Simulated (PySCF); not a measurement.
ammonia borane (H6BN), singlet, at a GFN2-xTB geometry; DF-HF/aug-cc-pVDZ (PySCF).

The PySCF input:
```python
from pyscf import gto, scf

mol = gto.Mole()
mol.atom = '''
    B    -0.91491923    0.11210003   -0.01661920
    N     0.73087909   -0.08955061    0.01327617
    H    -1.31399349   -0.64168266   -0.84737361
    H    -1.09154966    1.25500958   -0.29974635
    H    -1.29004994   -0.16052617    1.07999077
    H     0.93390981   -1.05286399    0.25124010
    H     1.12008257    0.53455889    0.70957279
    H     1.10004319    0.13185843   -0.90352092
'''
mol.basis = 'aug-cc-pvdz'
mol.verbose = 4
mol.build()

mf = scf.RHF(mol)
mf = mf.density_fit(auxbasis='def2-universal-jkfit')
mf.kernel()
```

Problem. Write the output that PySCF gives for this input, abridged.

Solution. 
```
PySCF version 2.14.0

[INPUT] verbose = 4
[INPUT] num. atoms = 8
[INPUT] num. electrons = 18
[INPUT] charge = 0
[INPUT] spin (= nelec alpha-beta = 2S) = 0
[INPUT] symmetry False subgroup None
[INPUT] Mole.unit = angstrom
[INPUT] Symbol           X                Y                Z      unit          X                Y                Z       unit  Magmom
[INPUT]  1 B     -0.914919230000   0.112100030000  -0.016619200000 AA   -1.728946770798   0.211838355256  -0.031405736409 Bohr   0.0
[INPUT]  2 N      0.730879090000  -0.089550610000   0.013276170000 AA    1.381161310271  -0.169226127188   0.025088325283 Bohr   0.0
[INPUT]  3 H     -1.313993490000  -0.641682660000  -0.847373610000 AA   -2.483087825561  -1.212604486282  -1.601304048084 Bohr   0.0
[INPUT]  4 H     -1.091549660000   1.255009580000  -0.299746350000 AA   -2.062729908762   2.371624389905  -0.566438508338 Bohr   0.0
[INPUT]  5 H     -1.290049940000  -0.160526170000   1.079990770000 AA   -2.437841073612  -0.303350497125   2.040886772358 Bohr   0.0
[INPUT]  6 H      0.933909810000  -1.052863990000   0.251240100000 AA    1.764833765945  -1.989624587517   0.474774980508 Bohr   0.0
[INPUT]  7 H      1.120082570000   0.534558890000   0.709572790000 AA    2.116649294199   1.010169899552   1.340898238544 Bohr   0.0
[INPUT]  8 H      1.100043190000   0.131858430000  -0.903520920000 AA    2.078780354293   0.249176319915  -1.707407086615 Bohr   0.0

nuclear repulsion = 40.7879965535837
number of shells = 46
number of NR pGTOs = 136
number of NR cGTOs = 100
basis = aug-cc-pvdz
ecp = {}

******** <class 'pyscf.df.df_jk.DFRHF'> ********
method = DFRHF
initial guess = minao
damping factor = 0
level_shift factor = 0
DIIS = <class 'pyscf.scf.diis.CDIIS'>
diis_start_cycle = 1
diis_space = 8
diis_damp = 0
SCF conv_tol = 1e-09
SCF conv_tol_grad = None
SCF max_cycles = 50
direct_scf = False
Set gradient conv threshold to 3.16228e-05
Initial guess from minao.
******** <class 'pyscf.df.df.DF'> ********
auxbasis = def2-universal-jkfit
init E= -82.6412539654299
  HOMO = -0.356175128210616  LUMO = 0.0213724092986807  gap/eV = 10.27359
cycle= 1 E= -82.5873613327006  delta_E= 0.0539  |g|= 0.33  |ddm|=  3.4
  HOMO = -0.389450341585735  LUMO = 0.00997097661412116  gap/eV = 10.86881
cycle= 2 E= -82.6235560667206  delta_E= -0.0362  |g|= 0.12  |ddm|= 0.872
  HOMO = -0.414353515654725  LUMO = 0.0189547533976335  gap/eV = 11.79092
cycle= 3 E= -82.626877816064  delta_E= -0.00332  |g|= 0.0385  |ddm|= 0.333
  HOMO = -0.417082349872624  LUMO = 0.0202609717992766  gap/eV = 11.90072
cycle= 4 E= -82.6273096514944  delta_E= -0.000432  |g|= 0.00671  |ddm|= 0.103
  HOMO = -0.41501639144588  LUMO = 0.0202776578546744  gap/eV = 11.84495
cycle= 5 E= -82.6273289396464  delta_E= -1.93e-05  |g|= 0.00188  |ddm|= 0.034
  HOMO = -0.415459803857427  LUMO = 0.0202591489758679  gap/eV = 11.85652
cycle= 6 E= -82.6273307560782  delta_E= -1.82e-06  |g|= 0.000393  |ddm|= 0.00672
  HOMO = -0.415440105047872  LUMO = 0.0202850240049637  gap/eV = 11.85668
cycle= 7 E= -82.6273308592754  delta_E= -1.03e-07  |g|= 6.4e-05  |ddm|= 0.00151
  HOMO = -0.415448385023131  LUMO = 0.0202871539703429  gap/eV = 11.85697
cycle= 8 E= -82.6273308622244  delta_E= -2.95e-09  |g|= 8.92e-06  |ddm|= 0.000666
  HOMO = -0.415447590702556  LUMO = 0.0202873130414511  gap/eV = 11.85695
cycle= 9 E= -82.627330862283  delta_E= -5.86e-11  |g|= 1.39e-06  |ddm|= 7.99e-05
  HOMO = -0.415447766075817  LUMO = 0.0202873254184452  gap/eV = 11.85696
Extra cycle  E= -82.6273308622831  delta_E= -1.14e-13  |g|= 5.1e-07  |ddm|= 7.05e-06
converged SCF energy = -82.6273308622831
```
